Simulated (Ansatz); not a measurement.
Geometry optimisation, RKS r2SCAN-D4/def2-SVP (Ansatz).

Input file:

```yaml
crystal:
  periodic: [false, false, false]
  atoms:
    - { symbol: C, position_ang: [-1.2168, -0.3972, 1.3952] }
    - { symbol: Sn, position_ang: [0.6322, -0.5729, 0.419] }
    - { symbol: Cl, position_ang: [2.2714, 0.4209, 1.7406] }
    - { symbol: Si, position_ang: [0.6293, 0.6019, -1.81] }
    - { symbol: Cl, position_ang: [0.0796, 2.6011, -1.5312] }
    - { symbol: H, position_ang: [-2.0528, -0.7991, 0.7525] }
    - { symbol: H, position_ang: [-1.4599, 0.7284, 1.5239] }
    - { symbol: H, position_ang: [-1.1994, -0.8366, 2.3658] }
    - { symbol: H, position_ang: [0.9938, -2.2518, 0.232] }
    - { symbol: H, position_ang: [1.8693, 0.4872, -2.4386] }
    - { symbol: H, position_ang: [-0.4814, -0.0388, -2.6285] }
basis:
  gaussian: { orbitals: def2-SVP }
hamiltonian:
  xc: r2scan
  dispersion: d4
relax:
  f_tol: 0.015
  max_steps: 40
```

Run as:

```bash
$ ansatz run input.yaml --threads 2 --pin off --max-ram 3072MiB --backend cpu --events-out ev --progress --plain --runs-dir out
```

Question: Where does it end, and by what steps?

Answer: The forces met the threshold. The force dipped under the threshold on the way, but the program's further checks kept it going. After 18 steps the energy has fallen by 0.299 eV; H11 moved furthest, 0.48 Å.

```tsv
step	energy less start (eV)	largest force component (eV/Å)	accepted
0	0.0000	2.362	yes
1	-0.2418	0.653	yes
2	-0.2768	0.145	yes
3	-0.2849	0.039	yes
4	-0.2868	0.030	yes
5	-0.2901	0.149	yes
6	-0.2919	0.047	yes
7	-0.2946	0.017	yes
8	-0.2932	0.214	no
9	-0.2954	0.021	yes
10	-0.2971	0.056	yes
11	-0.2972	0.081	yes
12	-0.2980	0.060	yes
13	-0.2983	0.034	yes
14	-0.2986	0.008	yes
15	-0.2988	0.014	yes
16	-0.2988	0.023	yes
17	-0.2989	0.017	yes
18	-0.2989	0.006	yes
```

```xyz
11
Properties=species:S:1:pos:R:3
C -1.248 -0.290 1.461
Sn 0.531 -0.729 0.340
Cl 2.329 0.143 1.631
Si 0.629 0.612 -1.859
Cl -0.281 2.441 -1.445
H -2.077 -0.928 1.120
H -1.509 0.766 1.308
H -1.055 -0.473 2.527
H 0.854 -2.412 0.209
H 2.027 0.860 -2.308
H -0.134 -0.046 -2.962
```

Time of the run: 2.3 min on 2 threads of Arm Neoverse V2, on a shared host, peak memory 0.19 GiB.
